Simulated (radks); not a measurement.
Values are calculated unless marked as measured or tabulated.
Task: Ionisation of the niobium ion Nb3+, [Kr] 4d2, to Nb4+, [Kr] 4d1, under several functionals. Dirac Kohn-Sham, spin-unpolarised, spherical densities, finite nucleus; open shells are shared between the two j in proportion to 2j + 1; a radial shooting solver on a logarithmic mesh with Libxc functionals. The NIST Atomic Spectra Database gives 37.61 eV (measured). Rank these functionals by the error of their Delta-SCF ionisation energy: Wu-Cohen GGA; exchange-only PBE; HCTH/407; LDA (Slater exchange, Perdew-Wang correlation); AM05; exchange-only B88; PW91.

Result: From best to worst: HCTH/407 37.325 eV (-0.286); LDA (Slater exchange, Perdew-Wang correlation) 37.086 eV (-0.525); PW91 36.974 eV (-0.637); Wu-Cohen GGA 36.871 eV (-0.740); AM05 36.853 eV (-0.758); exchange-only PBE 35.809 eV (-1.802); exchange-only B88 35.762 eV (-1.849). Spin polarisation and multiplet splitting are left out, so open shells lie too high by an amount that depends on their filling. Sharing an open shell by 2j + 1 raises it above the true ground level by a part of the spin-orbit splitting, which enters the differences from NIST.

Beside tabulated values, note that spin-unpolarised runs miss the spin-polarisation part of the exchange energy of open shells.
